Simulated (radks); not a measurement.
Results of a calculation; reference values are marked as such.
Question: Neutral palladium: order these configurations by energy. Code: a radial shooting solver on a logarithmic mesh with Libxc functionals. Model: Dirac Kohn-Sham, BLYP, spin-unpolarised, spherical densities, finite nucleus; Fermi nuclear charge, rms radius of each element as measured or else 0.836 A^(1/3) + 0.57 fm. Sub-shells are occupied by j as written (lower j first in brackets). [Kr] 4d(3/2: 3, 5/2: 6) 5p(1/2: 1, 3/2: 0); [Kr] 4d(3/2: 3, 5/2: 6) 5s1; [Kr] 4d(3/2: 4, 5/2: 5) 5p(1/2: 1, 3/2: 0); [Kr] 4d(3/2: 4, 5/2: 5) 5s1; [Kr] 4d10.

Answer: From the lowest, in eV above it: [Kr] 4d10 0.000; [Kr] 4d(3/2: 4, 5/2: 5) 5s1 1.177; [Kr] 4d(3/2: 3, 5/2: 6) 5s1 1.648; [Kr] 4d(3/2: 4, 5/2: 5) 5p(1/2: 1, 3/2: 0) 4.844; [Kr] 4d(3/2: 3, 5/2: 6) 5p(1/2: 1, 3/2: 0) 5.320.
